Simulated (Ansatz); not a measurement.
One change: `[Cl][Ga-]1([Cl])[O]C=CC=[O+]1` becomes `[F][In-]1([Cl])[O]C=CC=[O+]1`.

Ansatz, PBE0-D4/def2-TZVP geometries, multiplicity 1. 

Elements past krypton have def2 core potentials. Scalar relativity is left out up to krypton.

| property | `[Cl][Ga-]1([Cl])[O]C=CC=[O+]1` |
| --- | --- |
| HOMO–LUMO gap (B3LYP/def2-TZVPP) / eV | 4.97 |
| HOMO energy (B3LYP/def2-TZVPP) / eV | -7.97 |
| HOMO energy (ωB97M-V/def2-TZVPP) / eV | -10.28 |
| HOMO–LUMO gap (ωB97M-V/def2-TZVPP) / eV | 9.63 |
| size of the dipole moment (ωB97M-V/def2-TZVPP) / D | 5.67 |
| LUMO energy (ωB97M-V/def2-TZVPP) / eV | -0.65 |

(1) Give the same properties after the change, and the shifts. (Best estimate.)

Answers

(1) Computed: 
```csv
property,`[F][In-]1([Cl])[O]C=CC=[O+]1`,shift
HOMO–LUMO gap (B3LYP/def2-TZVPP) / eV,5.01,0.04
HOMO energy (B3LYP/def2-TZVPP) / eV,-7.87,0.10
HOMO energy (ωB97M-V/def2-TZVPP) / eV,-10.16,0.12
HOMO–LUMO gap (ωB97M-V/def2-TZVPP) / eV,9.66,0.03
size of the dipole moment (ωB97M-V/def2-TZVPP) / D,5.27,-0.40
LUMO energy (ωB97M-V/def2-TZVPP) / eV,-0.50,0.15
```

Dipoles are sizes alone; their direction can turn.

B3LYP here is the variant with VWN-RPA as its local correlation; programs differ in this.
